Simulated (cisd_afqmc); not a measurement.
Input (AFQMC/CISD/cc-pVTZ; cisd_afqmc is a phaseless AFQMC code with CISD trial states that reads the integrals written by Ansatz):

Ansatz 0.2 input:
```python
import cisd_afqmc

open("ham.yaml", "w").write("""\
crystal:
  periodic: [false, false, false]
  atoms:
    - {symbol: Ge, position_ang: [-0.00000000, 0.00000000, -0.00000000]}
    - {symbol: H, position_ang: [-0.88257558, -1.24273075, -0.02355332]}
    - {symbol: H, position_ang: [-0.63495431, 1.38589484, 0.00161732]}
    - {symbol: H, position_ang: [1.51752989, -0.14316410, 0.02193600]}
basis:
  gaussian:
    orbitals: cc-pVTZ
total_charge: 1
magnetization: {spin_polarized: false}
correlation: {method: ccsd, electrons: outside_noble_gas, hamiltonian_folder: ham}
""")
rep = cisd_afqmc.ansatz("ham.yaml")
e_ccsd = rep["correlation"]["coupled_cluster"]["energy"]["hartree"]
out = cisd_afqmc.run("ham", e_ccsd, trial="CISD", walkers=100, populations=8, threads=8, dt=0.005, steps=40, early=24, settle=10, least=32,
    cut=5e-5, rank_cut=2e-4, target=0.0004, seconds=1500, seed=1, memory=17280, gpu=False)
```

Output:

```
orbitals 71, occupied [3], factors 345 of 502, rank of the doubles 81 of 204
E(HF) = -2076.835405
E(CCSD) on the cut factors = -2076.957377, shift to the whole factors -0.000019
Energy of the trial state on the determinant = -2076.957276
  tau behind 7.2 of longer steps, mean of the populations' last blocks
   2.0  -2076.95983
   4.0  -2076.95998
   6.0  -2076.96012
   8.0  -2076.96023
blocks 265 (0 outliers left out), error by blocks joined: 1: 0.00005, 2: 0.00006, 4: 0.00008, 8: 0.00009, 16: 0.00008
E(AFQMC/CISD) = -2076.96013 +/- 0.00009
```
